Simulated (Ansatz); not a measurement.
Species: CHBr2, SMILES `Br[CH]Br` (charge 0, multiplicity 2).

Question: Give a relaxed geometry from B3LYP-D3(BJ)/def2-TZVP (Ansatz, a quantum-chemistry and plane-wave program).

Answer: the end point of this relaxation (outside a Z-matrix the atoms follow the SMILES, hydrogens last).
Z-matrix (Å, degrees):
```
C
H 1 1.0791
Br 1 1.8652 2 116.49
Br 1 1.8652 2 116.49 3 152.16
```
